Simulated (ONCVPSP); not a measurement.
**Building the ONCV potential for silver (PBE, fully relativistic).**

ONCVPSP 4.0.1 input, shortened (lines: element, Z, core and valence counts, functional; n l f; lmax; l rc ep ncon nbas qcut; lloc lpopt rc5 dvloc0; l nproj debl; icmod fcfact rcfact), PBE, fully relativistic:

```
  Ag 47.00    8    2        4      upf
    1    0    2.00
    2    0    2.00
    2    1    6.00
    3    0    2.00
    3    1    6.00
    3    2   10.00
    4    0    2.00
    4    1    6.00
    4    2   10.00
    5    0    1.00
    2
    0    2.50    0.00    4    7    2.60
    1    2.30    0.31    5    9    4.00
    2    1.35    0.00    4    8    6.80
    2    5    1.35    0.00
    0    2    3.70
    1    2    1.10
    2    0    1.40
    3    5.75    1.25
```

Open shells are filled in proportion to 2j + 1.

* Cutoffs needed: 74 Ha and 126 Ha (the cutoffs (Ha) at which the residual kinetic energy of the hardest occupied pseudo-wave falls to 1 and 0.1 mHa per electron)
* Ghost test: ghosts flagged at negative energy: p3/2 at -118.9 eV, p3/2 at -12.9 eV, p1/2 at -72.7 eV; GHOST(+) flagged for p1/2 at 2.00 eV, s at 27.2 eV; a true bound ghost makes a file unfit for plane-wave use
* Configuration tests: 1 of 4 tests not solved or not reliable
* rms error of d²Exc/dni dnj: 7.53 mHa without and 4.57 mHa with the model core
